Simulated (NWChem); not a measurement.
# GeSiH₆Te; SMILES [SiH3][Te][GeH3]

Not confirmed as a minimum by frequencies. def2 effective core potentials on Te; no spin-orbit coupling.

**Question.** Give the equilibrium geometry at PBE0/def2-SVP with def2 effective core potentials on Te (NWChem) as a list of bonds and angles, with the point group.

**Answer.** point group Cs; any orientation.
Bond lengths (Å): Te1–Si2 2.504, Te1–Ge6 2.568, Si2–H3 1.492, Si2–H4 1.494, Si2–H5 1.494, Ge6–H7 1.537, Ge6–H8 1.539, Ge6–H9 1.539. Bond angles (°): Si2–Te1–Ge6 92.5, Te1–Si2–H3 106.4, Te1–Si2–H4 111.1, Te1–Si2–H5 111.1, H3–Si2–H4 109.7, H3–Si2–H5 109.7, H4–Si2–H5 108.8, Te1–Ge6–H7 106.2, Te1–Ge6–H8 110.2, Te1–Ge6–H9 110.2, H7–Ge6–H8 110.3, H7–Ge6–H9 110.3, H8–Ge6–H9 109.7.
